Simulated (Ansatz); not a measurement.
Compare A (`OC([SiH3])Br`) with its isomer B (`CO[SiH2]Br`).

Program: Ansatz. Geometries: PBE0-D4/def2-TZVP. ΔE: electronic, gas phase. CCSD(T)/CBS adds triple-zeta CCSD(T) − MP2 to the extrapolated MP2 energy (def2 sets, frozen cores). Functionals use def2-TZVPP. B3LYP here is the variant with VWN-RPA as its local correlation; programs differ in this. For Br outer-core shells are correlated without core-valence functions, which leaves a few kJ/mol of doubt a bond. Scalar relativity is left out up to krypton. One conformer a species, not always the lowest.

Which is lower in electronic energy at CCSD(T)/CBS, and by how much? (Best estimate.)

The calculation gave: B, by 59.3 kcal/mol.

Give E(B) − E(A) in kcal/mol with PBE0-D4, PBE-D4, B3LYP-D4, B3LYP, MP2/def2-TZVPP, r2SCAN-D4, LDA (SPW92). (Best estimate.)

Ansatz gave: PBE0-D4 -56.9, PBE-D4 -53.6, B3LYP-D4 -58.0, B3LYP -58.4, MP2/def2-TZVPP -60.2, r2SCAN-D4 -58.1, LDA (SPW92) -53.5. None reverses the order clearly.

Does the order hold for the free energy at 298.15 K (harmonic terms from PBE0-D4)? (An estimate is asked.)

The calculation gave: Yes: G(B) − G(A) = -57.5 kcal/mol, for one conformer each.

Largest T1 diagnostic: 0.010.

In def2-TZVPP, CCSD(T) changes the Hartree–Fock value by +7.1 kcal/mol (the triples alone add +1.4 kcal/mol) and MP2 by +5.3 kcal/mol. From BLYP to BHLYP (50 % exact exchange), in def2-TZVPP and without D4, E(B) − E(A) moves by −6.3 kcal/mol.
